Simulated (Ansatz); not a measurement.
```yaml
crystal:
  periodic: [false, false, false]
  atoms:
    - {symbol: C, position_ang: [-1.857372, 0.044492, 1.279255]}
    - {symbol: Ga, position_ang: [-0.099160, -0.505566, 0.506783]}
    - {symbol: C, position_ang: [1.868656, -0.650428, 0.468158]}
    - {symbol: Sn, position_ang: [1.600790, -1.104455, -1.569247]}
    - {symbol: C, position_ang: [0.266757, 0.884528, -1.554390]}
    - {symbol: H, position_ang: [-2.614732, 0.371952, 0.577397]}
    - {symbol: H, position_ang: [-2.138732, -0.719140, 1.995550]}
    - {symbol: H, position_ang: [-1.805134, 0.970583, 1.809968]}
    - {symbol: H, position_ang: [2.208620, -1.562276, 1.312394]}
    - {symbol: H, position_ang: [2.229886, 0.262228, 0.811522]}
    - {symbol: H, position_ang: [-0.398273, -1.787964, -0.745497]}
    - {symbol: H, position_ang: [1.163943, 1.683520, -1.937366]}
    - {symbol: H, position_ang: [-0.452511, 0.896372, -2.471653]}
    - {symbol: H, position_ang: [-0.147594, 1.576224, -0.770964]}
basis:
  gaussian: {orbitals: STO-3G, nuclear_model: gaussian}
hamiltonian: {xc: {name: revPBE0}}
relax: {f_tol: 0.0001, max_steps: 1}
output: {forces: true}
```

```sh
$ ansatz run in.yaml --threads 2 --pin off --events-out ev --progress --plain --max-ram 22528MiB --backend cpu
```

Output, abridged:

```
Functional definition: revPBE0
  name "revPBE0"
  cite "Zhang & Yang, Phys. Rev. Lett. 80, 890 (1998) doi:10.1103/PhysRevLett.80.890"
  cite "Adamo & Barone, J. Chem. Phys. 110, 6158 (1999) doi:10.1063/1.478522"
  cite "Perdew, Burke & Ernzerhof, Phys. Rev. Lett. 77, 3865 (1996) doi:10.1103/PhysRevLett.77.3865"
  parameter a = 0.25
  parameter kappa = 1.245
  parameter beta = 0.06672455060314922
  exchange = (1 - a)*pbe_x(kappa = kappa, mu = beta*pi^2/3) + a*exact_x
  correlation = pbe_c(beta = beta)
946 factors; integrals over basis functions are off by at most 1.8e-5 eV
mean field evaluation 1: about -216135.4916 eV, gradient 3.7e2 eV
mean field evaluation 2: about -215548.3471 eV, gradient 3.5e2 eV
mean field evaluation 4: about -216599.9727 eV, gradient 1.9e2 eV
mean field evaluation 8: about -217144.1076 eV, gradient 3.0e2 eV
mean field evaluation 16: about -217298.0761 eV, gradient 1.0e-1 eV
mean field -217298.07616273 eV, -7985.5570090543 hartree, gradient 2.3e-5 eV, S^2 0.000000; 0 other end points of the search recorded, 0 dependent functions left out
the calculation of the forces begins
reference -217298.07618956 eV, -7985.5570100403 hartree; 54, 54 occupied and 15, 15 virtual orbitals, 946 factors
relax step   1: F+E_penalty+E_count = -217298.07616273 eV  Δ(F+E_penalty+E_count) = +0.000e0 eV  max|allowed force component| = 5.424e0 eV/Å  Δτ_max = 0.0000 Å  (65 SCF iters, accepted)
Error: geometry relaxation did not converge after 1 steps: max|allowed force component| = 5.42e0 eV/Å (threshold 1.0e-4). Raise `relax.max_steps` over both its present limit and 1, loosen `relax.f_tol`, or start from a geometry closer to equilibrium. Where this run's directory can be resumed (`checkpoint.write`), a resume goes on for up to `relax.max_steps` more
```

Problem. What is wrong with this run?

Solution. The relaxation is allowed too few steps for its threshold. The calculation stopped without meeting its thresholds.
